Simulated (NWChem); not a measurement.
C2H3BO2; SMILES C#CB(O)O

```xyz
8

B      0.0000     0.0000    -0.5207
C      0.0000     0.0000     1.0310
C      0.0000     0.0000     2.2478
H      0.0000     0.0000     3.3235
O      0.0000     1.1580    -1.2253
H      0.0000     1.9323    -0.6561
O      0.0000    -1.1580    -1.2253
H      0.0000    -1.9323    -0.6561
```
Atoms are numbered in this order, from 1.

Program: NWChem. Pople sets run with spherical d functions. Geometry: optimised at PBE0/def2-SVP. B3LYP is NWChem's, with the RPA form of VWN correlation. GIAO values for the isolated, static molecule; σ is the absolute isotropic shielding, δ = σ(reference) − σ with the isolated reference molecule computed at the same levels (11B: boron trifluoride, 13C: tetramethylsilane, 1H: tetramethylsilane, 17O: water).

```json
[
 {"level": "Hartree-Fock/6-31G*", "δ B1 (ppm)": "12.7", "δ C2 (ppm)": "75.3", "δ C3 (ppm)": "89.6", "δ H4 (ppm)": "2.73", "δ O5 (ppm)": "87.3", "δ H6 (ppm)": "3.58"},
 {"level": "LDA (Slater exchange, VWN5)/pcSseg-1", "δ B1 (ppm)": "8.5", "δ C2 (ppm)": "91.0", "δ C3 (ppm)": "97.7", "δ H4 (ppm)": "2.08", "δ O5 (ppm)": "164.5", "δ H6 (ppm)": "4.50"},
 {"level": "B3LYP/6-31G*", "δ B1 (ppm)": "[?]", "δ C2 (ppm)": "[?]", "δ C3 (ppm)": "[?]", "δ H4 (ppm)": "[?]", "δ O5 (ppm)": "[?]", "δ H6 (ppm)": "[?]"}
]
```

Problem. What belongs in the gaps?

Solution. 
- B3LYP/6-31G*, δ B1 (ppm): 10.1
- B3LYP/6-31G*, δ C2 (ppm): 73.4
- B3LYP/6-31G*, δ C3 (ppm): 79.2
- B3LYP/6-31G*, δ H4 (ppm): 1.93
- B3LYP/6-31G*, δ O5 (ppm): 112.3
- B3LYP/6-31G*, δ H6 (ppm): 3.65
